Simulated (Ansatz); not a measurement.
Ansatz (an electronic-structure program) input (revPBE/def2-TZVPD):

Ansatz 0.2 input:
```yaml
crystal:
  periodic: [false, false, false]
  atoms:
    - {symbol: Ga, position_ang: [-0.15008492, 0.17876086, 0.45425558]}
    - {symbol: Cl, position_ang: [-1.74237149, -1.19638979, -0.45388366]}
    - {symbol: Cl, position_ang: [0.22404818, 1.89284813, -1.01987532]}
    - {symbol: Cl, position_ang: [1.79200758, -1.02243402, 0.64541056]}
basis:
  gaussian:
    orbitals: def2-TZVPD
hamiltonian:
  xc: {name: revPBE}
total_charge: -1
magnetization: {spin_polarized: true, initial_magnetization: 1}
output: {forces: true}
```

Output:

```
Functional definition: revPBE
integrals: 0.16 GiB planned
1216 factors; their error is unknown
mean field: 1.08 GiB planned
mean field evaluation 1: about -89941.8860 eV, gradient 2.3e1 eV
mean field evaluation 2: about -89939.6345 eV, gradient 4.0e1 eV
mean field evaluation 4: about -89942.9110 eV, gradient 1.2e0 eV
mean field evaluation 8: about -89942.8930 eV, gradient 2.1e-2 eV
mean field -89942.89297371 eV, -3305.3403513014 hartree, gradient 5.8e-5 eV, S^2 0.751999; 0 other end points of the search recorded, 0 dependent functions left out
the calculation of the forces begins
reference -89942.89303879 eV, -3305.3403536931 hartree; 42, 41 occupied and 150, 151 virtual orbitals, 1216 factors
Total energy: -89942.89303879 eV, -3305.3403536931 hartree
Atom 0 at    -0.150085     0.178761     0.454256 Å, force    -0.018282     0.021473     0.053684 eV/Å
Atom 1 at    -1.742371    -1.196390    -0.453884 Å, force    -0.113793    -0.078135    -0.029490 eV/Å
Atom 2 at     0.224048     1.892848    -1.019875 Å, force     0.014656     0.123659    -0.066462 eV/Å
Atom 3 at     1.792008    -1.022434     0.645411 Å, force     0.117418    -0.066997     0.042268 eV/Å
Dipole moment:    -0.081826     0.097461     0.247664 e Å
```
